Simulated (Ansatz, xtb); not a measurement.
## Relative energy of two isomers of BCl2H3Si

We compare X, `[SiH3]B(Cl)Cl`, a singlet, with Y, `ClB[SiH2]Cl`, a singlet. Both are isolated molecules in the gas phase, relaxed with PBE0-D4/def2-SVP; each stands in its lowest conformer found.

Quicker runs give these differences E(Y) − E(X): GFN2-xTB −9.59 kcal/mol; HF/STO-3G −1.96 kcal/mol (at GFN2-xTB geometries); r2SCAN-D4/def2-SVP +5.91 kcal/mol (at GFN2-xTB geometries).

**Question.** Which of the two would you expect CCSD(T)/def2-SVP + ΔMP2/def2-TZVPP electronic energies to favour?

**Answer.** Too close to call at this level: CCSD(T)/def2-SVP + ΔMP2/def2-TZVPP gives E(Y) − E(X) = +0.75 kcal/mol.

The same difference at several levels:

| level | geometry | E(Y) − E(X) (kcal/mol) | departure from the last row (kcal/mol) | job, with rough time for the two |
| --- | --- | --- | --- | --- |
| GFN2-xTB | GFN2-xTB | −9.59 | −10.34 | optimisation, 0.12 s |
| HF/STO-3G | GFN2-xTB | −1.96 | −2.71 | single point, 0.22 s |
| r2SCAN-D4/def2-SVP | GFN2-xTB | +5.91 | +5.16 | single point, 1.6 s |
| PBE0-D4/def2-SVP | PBE0-D4/def2-SVP | +4.52 | +3.77 | optimisation, 14 s |
| HF/def2-SVP | PBE0-D4/def2-SVP | +0.46 | −0.29 | part of the CCSD(T) run |
| MP2/def2-SVP | PBE0-D4/def2-SVP | +5.46 | +4.71 | part of the CCSD(T) run |
| CCSD(T)/def2-SVP | PBE0-D4/def2-SVP | +5.35 | +4.60 | single point |
| CCSD(T)/def2-SVP + ΔMP2/def2-TZVPP | PBE0-D4/def2-SVP | +0.75 |  | single point, 6.4 s |

As drawn, Y has 1 Cl–Si, 1 B–H in place of 1 B–Cl, 1 Si–H.

The largest departure from CCSD(T)/def2-SVP + ΔMP2/def2-TZVPP is that of GFN2-xTB, 10.34 kcal/mol. The last row adds to CCSD(T) the change of the MP2 difference between the two basis sets, here −4.60 kcal/mol, a large step that makes the value less sure.

With harmonic frequencies from PBE0-D4/def2-SVP (ideal gas, rigid rotor, one conformer each, 298.15 K, 1 atm): on the last row, ΔE + ΔZPE = +1.62 kcal/mol. A mode under 50 cm⁻¹ makes harmonic enthalpies and free energies unreliable, so none is given.

The correlated steps freeze 16 core orbitals. Run with Ansatz 0.2.0, xtb 6.7.1; the last row on 2 threads of Intel(R) Xeon(R) 6975P-C (Granite Rapids) on a shared host.
